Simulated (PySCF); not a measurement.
# Calculated NMR parameters of O=Cc1c2ccc-2c1[SiH3]

* Formula: C7H6OSi
* SMILES: O=Cc1c2ccc-2c1[SiH3]
* InChI: InChI=1S/C7H6OSi/c8-3-6-4-1-2-5(4)7(6)9/h1-3H,9H3
* Point group of the computed structure: C1
* Degrees of unsaturation: 6
* Carbon signals: 7
* Proton signals: 4

Atom-mapped SMILES (the numbers label the heavy atoms): `[O:1]=[CH:2][c:3]1[c:4]2[cH:5][cH:6][c:7]-2[c:8]1[SiH3:9]` (H(Xn): hydrogen on atom n).

Single conformer, non-relativistic, equivalent nuclei averaged, gas phase. Geometry from GFN2-xTB; PBE0/pcSseg-1 with gauge-including orbitals; PySCF 2.14.

References, each an isolated molecule treated in the same way: TMS for ¹H and ¹³C and ²⁹Si; ¹⁷O vs H2O.

```tsv
carbon	δC, type	δH (multiplicity)	HMBC from (2–3 bonds)	span of the C tensor (ppm)
C2	192.0, CH	9.86 (s)	–	188
C3	149.5, C	–	H(C2), H(C5), H(Si9)	173
C4	139.7, C	–	H(C2), H(C6), H(C5)	262
C5	141.3, CH	7.74 (d)	H(C6)	182
C6	154.6, CH	8.21 (d)	H(C5)	191
C7	146.3, C	–	H(C6), H(C5), H(Si9)	281
C8	155.9, C	–	H(C2), H(C6), H(Si9)	221
```

Other nuclei:
| atoms | nucleus | environment | δ (ppm) | σ (ppm) |
| --- | --- | --- | --- | --- |
| H(Si9) | ¹H | hydrogen on a silicon bonded to C | 4.46 | 27.26 |
| Si9 | ²⁹Si | silicon bonded to C, 3 H | -87.6 | 436.8 |
| O1 | ¹⁷O | aldehyde oxygen | 684.8 | -348.7 |

Carbon types of the structure: 4 × C, 3 × CH, leaving 3 H on heteroatoms. δC 192.0: aldehyde carbonyl carbon; the double bond to the heteroatom, with no lone-pair donor beside it, deshields it most. δC 155.9, 149.5, 146.3, 139.7: unsaturated ring carbon. δC 154.6, 141.3: unsaturated ring CH. δH 9.86: hydrogen on an aldehyde carbonyl carbon; the formyl region, downfield of aromatic protons. δH 4.46: hydrogen on a silicon bonded to C.

Shifts are as computed. Against solution values, carbons near 30 ppm lie about +3 ppm off and those near 130 ppm about +5 ppm. Of 1211 compounds with measured shifts, 218 miss one by over three times the rms of a fit or turn the order of signals round; such compounds aren't used in these exercises. Unscaled 17O shifts of doubly bonded oxygen tend to come out too high, by tens of ppm or more. Experimental scales use liquid or dissolved standards, which lie at an offset from isolated H2O (liquid H2O: subtract about 36 ppm). Multiplicities follow the n + 1 count of equivalent neighbours, as no J values were calculated; m marks all less simple cases, F and P coupling included.
